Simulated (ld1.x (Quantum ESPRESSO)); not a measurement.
# tantalum, ultrasoft: configuration errors across variants

Ta (Z = 73), ultrasoft, made with ld1.x (Quantum ESPRESSO) 7.5 (PW91, scalar-relativistic). Core [Xe] 4f14, reference 5d3 6s1 6p0 (charge +1). Waves: 6s (bound): rcut 2.45, rcutus 3.35 bohr; 6s channel at 0.55 Ry: rcut 2.45, rcutus 3.35 bohr; 6p (bound, empty): rcut 2.90, rcutus 3.55 bohr; 6p channel at 0.05 Ry: rcut 2.90, rcutus 3.55 bohr; 5d (bound): rcut 2.70, rcutus 2.90 bohr; 5d channel at 1.6 Ry: rcut 2.70, rcutus 2.90 bohr. Local part: all-electron potential smoothed inside 3.45 bohr (lloc = -1). Core correction: none. Augmentation charge: PSQ, inside the norm-conserving radii.

All-electron excitation energies from the reference (eV): (1) 5d3 6s2 6p0 -8.527; (2) 5d3 6s0 6p0 15.030; (3) 5d2 6s0 6p0 38.705; (4) 5d4 6s0 6p0 1.427; (5) 5d2 6s2 6p1 -5.516; (6) 5d3.5 6s1.5 6p0 -7.539; (7) 5d1 6s0 6p0 73.834.

Errors AE − PS in meV (a dash: test not solved or not reliable):

```csv
change,(1),(2),(3),(4),(5),(6),(7),bound ghosts
base,+7.6,+39,+18,-58,-38,-1.8,-240,none
"wave 5d channel at 1.6 Ry: rcut 2.70, rcutus 2.90 bohr becomes 5d channel at -0.64 Ry: rcut 2.70, rcutus 2.90 bohr",+9.8,+43,-15,-69,-46,-1.6,-347,none
"wave 5d channel at 1.6 Ry: rcut 2.70, rcutus 2.90 bohr becomes 5d channel at -0.57 Ry: rcut 2.70, rcutus 2.90 bohr",+9.8,+44,-42,-68,-48,-1.5,-435,none
"wave 5d channel at 1.6 Ry: rcut 2.70, rcutus 2.90 bohr becomes 5d channel at -0.5 Ry: rcut 2.70, rcutus 2.90 bohr",+11,+43,+43,-80,-44,-3.4,+94,none
"wave 5d channel at 1.6 Ry: rcut 2.70, rcutus 2.90 bohr becomes 5d channel at -0.35 Ry: rcut 2.70, rcutus 2.90 bohr",+10,+44,-28,-74,-49,-2.5,-374,none
"wave 5d channel at 1.6 Ry: rcut 2.70, rcutus 2.90 bohr becomes 5d channel at 0.48 Ry: rcut 2.70, rcutus 2.90 bohr",+11,+49,-58,-73,-53,-1.1,-495,none
"wave 5d channel at 1.6 Ry: rcut 2.70, rcutus 2.90 bohr becomes 5d channel at 0.98 Ry: rcut 2.70, rcutus 2.90 bohr",+8.3,+40,+17,-61,-40,-1.1,-248,none
"wave 5d channel at 1.6 Ry: rcut 2.70, rcutus 2.90 bohr becomes 5d channel at 1.59 Ry: rcut 2.70, rcutus 2.90 bohr",+7.6,+39,+18,-58,-38,-1.8,-240,none
"wave 5d channel at 1.6 Ry: rcut 2.70, rcutus 2.90 bohr becomes 5d channel at 3.11 Ry: rcut 2.70, rcutus 2.90 bohr",+3.6,+29,-17,-56,-35,-9.8,-267,none
"wave 5d channel at 1.6 Ry: rcut 2.70, rcutus 2.90 bohr becomes 5d channel at 5.33 Ry: rcut 2.70, rcutus 2.90 bohr",+6.3,+29,-195,-105,-61,-23,-640,none
```

Problem. Give the same row for: wave 5d channel at 1.6 Ry: rcut 2.70, rcutus 2.90 bohr becomes 5d channel at -0.14 Ry: rcut 2.70, rcutus 2.90 bohr.

Solution. +10, +45, -39, -70, -49, -1.4, -429; bound ghosts: none.
